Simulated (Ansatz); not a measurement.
Question: Name a neutral molecule of Cl, F, Si and H with size of the dipole moment (B3LYP/def2-TZVPP) between 1.50 and 1.80 D and size of the dipole moment (PBE/def2-TZVPP) between 1.50 and 1.80 D (Ansatz, PBE0-D4/def2-TZVP geometry).

Answer: `F[SiH](Cl)[SiH2][SiH3]` (1.74 D, 1.61 D). Other molecules can fit too; these were computed, each in one conformer that needn't be the lowest.

B3LYP here is the variant with VWN-RPA as its local correlation; programs differ in this.
